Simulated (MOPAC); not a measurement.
The molecule TcF, multiplicity 7 (lowest of 2S+1 = 1, 3, 5, 7 at CCSD(T)/def2-TZVPP on PBE0 minima; our sources give no spin for the ground state, which may be another). No spin–orbit coupling.

Seven points along R, fitted to fifth degree in 1/R; most abundant isotopes. In def2 and cc sets the state is the lowest found near the PBE0 minimum, followed along R.

The state that PM6 reach isn't checked.

Run with MOPAC for PM6 (differences of heats of formation). Each number belongs to the level named beside it.

Energies at PM6:

```tsv
R (Å)	E (hartree)
1.823946	0.19946209
1.872977	0.18939322
1.918085	0.18386720
1.969077	0.18105701
2.020069	0.18109970
2.078906	0.18378613
2.147549	0.18937352
```

Task: With a reduced mass of 15.8843 u, find the minimum, the force constant and the constants.

Result: A fifth-degree polynomial in 1/R puts the minimum at r_e = 1.9931 Å with force constant 419 N/m. Then ω_e = (1/2πc)√(k/μ) = 669 cm⁻¹ and B_e = h/(8π²cμr_e²) = 0.2672 cm⁻¹; the cubic and quartic terms give α_e = 0.0017 and ω_e x_e = 4.2 cm⁻¹.
